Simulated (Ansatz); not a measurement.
C$_{2}$H$_{9}$AlN$_{2}$ (`C[CH2][Al]([NH2])[NH2]`) from Hartree–Fock to CCSD(T)

```json
{"atom": "C1", "x (Å)": "0.846", "y (Å)": "-1.834", "z (Å)": "0.468"}
{"atom": "C2", "x (Å)": "0.029", "y (Å)": "-1.092", "z (Å)": "-0.591"}
{"atom": "Al3", "x (Å)": "-0.351", "y (Å)": "0.784", "z (Å)": "-0.180"}
{"atom": "N4", "x (Å)": "0.246", "y (Å)": "1.498", "z (Å)": "1.331"}
{"atom": "N5", "x (Å)": "-1.287", "y (Å)": "1.799", "z (Å)": "-1.294"}
{"atom": "H6", "x (Å)": "1.822", "y (Å)": "-1.366", "z (Å)": "0.627"}
{"atom": "H7", "x (Å)": "1.032", "y (Å)": "-2.877", "z (Å)": "0.195"}
{"atom": "H8", "x (Å)": "0.338", "y (Å)": "-1.843", "z (Å)": "1.437"}
{"atom": "H9", "x (Å)": "0.543", "y (Å)": "-1.137", "z (Å)": "-1.559"}
{"atom": "H10", "x (Å)": "-0.924", "y (Å)": "-1.610", "z (Å)": "-0.758"}
{"atom": "H11", "x (Å)": "0.109", "y (Å)": "2.446", "z (Å)": "1.638"}
{"atom": "H12", "x (Å)": "0.783", "y (Å)": "0.990", "z (Å)": "2.014"}
{"atom": "H13", "x (Å)": "-1.523", "y (Å)": "2.767", "z (Å)": "-1.157"}
{"atom": "H14", "x (Å)": "-1.662", "y (Å)": "1.476", "z (Å)": "-2.171"}
```

The species carries charge 0 and has multiplicity 1. The structure was optimised at the PBE0-D4/def2-TZVP level. It is one conformer, not always the lowest. Frozen core, restricted reference, the Gaussian-basis code of Ansatz. CBS rows extrapolate triple and quadruple zeta; past MP2 they add the triple-zeta difference.

```tsv
basis	HF (Eh)	MP2 corr.
def2-SVP	-431.65558	-0.69736
def2-TZVPP	-431.96657	-0.86689
def2-QZVPP	-431.98388	-0.92632
```

Question: Estimate the CCSD correlation energy and the (T) correction in each basis where they were run (hartree).

Answer: 
| basis | CCSD corr. | (T) |
| --- | --- | --- |
| def2-SVP | -0.75359 | -0.01980 |
| def2-TZVPP | -0.91199 | -0.03434 |
| CBS(def2) | -1.01545 | as TZ |
